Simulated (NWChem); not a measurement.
System meant: C$_{2}$H$_{3}$NO$_{2}$Si; SMILES O=C=N[SiH2]C=O

Here is an NWChem input.

```
start job
memory heap 200 mb stack 900 mb global 1100 mb
geometry units angstroms noautoz
  O      0.604733     3.285850     0.000000
  C      0.212756     2.187143     0.000000
  N     -0.184494     1.056771     0.000000
  Si    -0.786175    -0.554500     0.000000
  C      0.688004    -1.798753     0.000000
  O      0.454955    -2.981157     0.000000
  H     -1.600839    -0.791470     1.222975
  H     -1.600839    -0.791470    -1.222975
  H      1.749475    -1.421663     0.000000
end
basis spherical
  O library def2-svp
  C library def2-svp
  N library def2-svp
  Si library def2-svp
  H library def2-svp
end
dft
  odft
  mult 2
  xc xpbe96 cpbe96
  iterations 150
  mulliken
end
task dft energy
```

End of the output:

```
 Summary of "ao basis" -> "" (spherical)
 ------------------------------------------------------------------------------
       Tag                 Description            Shells   Functions and Types
 ---------------- ------------------------------  ------  ---------------------
 O                          def2-svp                 6       14   3s2p1d
 C                          def2-svp                 6       14   3s2p1d
 N                          def2-svp                 6       14   3s2p1d
 Si                         def2-svp                 8       18   4s3p1d
 H                          def2-svp                 3        5   2s1p

  pbe96 is a nonlocal functional; adding pw91lda local functional.

                                 NWChem DFT Module
                                 -----------------

 Summary of "ao basis" -> "ao basis" (spherical)
 ------------------------------------------------------------------------------
       Tag                 Description            Shells   Functions and Types
 ---------------- ------------------------------  ------  ---------------------
 O                          def2-svp                 6       14   3s2p1d
 C                          def2-svp                 6       14   3s2p1d
 N                          def2-svp                 6       14   3s2p1d
 Si                         def2-svp                 8       18   4s3p1d
 H                          def2-svp                 3        5   2s1p

      Symmetry analysis of basis
      --------------------------

        a'         72
        a"         31

  number of electrons :                   52
  multiplicity        :                    2
 ------------------------------------------------------------------------
  no. of electrons and multiplicity not compatible                  52
 ------------------------------------------------------------------------
 ------------------------------------------------------------------------
  current input line :
    28: task dft energy
 ------------------------------------------------------------------------
 ------------------------------------------------------------------------
 There is an error in the input file
 ------------------------------------------------------------------------
 For more information see the NWChem manual at https://nwchemgit.github.io

0: no. of electrons and multiplicity not compatible:Received an Error in Communication
```

### Question
Find the fault in this run and fix the input.

### Answer
The input was rejected before any calculation. Cause: the multiplicity doesn't fit the number of electrons (an even count wants an odd multiplicity, and the reverse). This input runs:
```
start job
memory heap 200 mb stack 900 mb global 1100 mb
geometry units angstroms noautoz
  O      0.604733     3.285850     0.000000
  C      0.212756     2.187143     0.000000
  N     -0.184494     1.056771     0.000000
  Si    -0.786175    -0.554500     0.000000
  C      0.688004    -1.798753     0.000000
  O      0.454955    -2.981157     0.000000
  H     -1.600839    -0.791470     1.222975
  H     -1.600839    -0.791470    -1.222975
  H      1.749475    -1.421663     0.000000
end
basis spherical
  * library def2-svp
end
dft
  xc xpbe96 cpbe96
  iterations 150
  mulliken
end
task dft energy
```
It converges to -571.96172 Ha (PBE/def2-SVP).
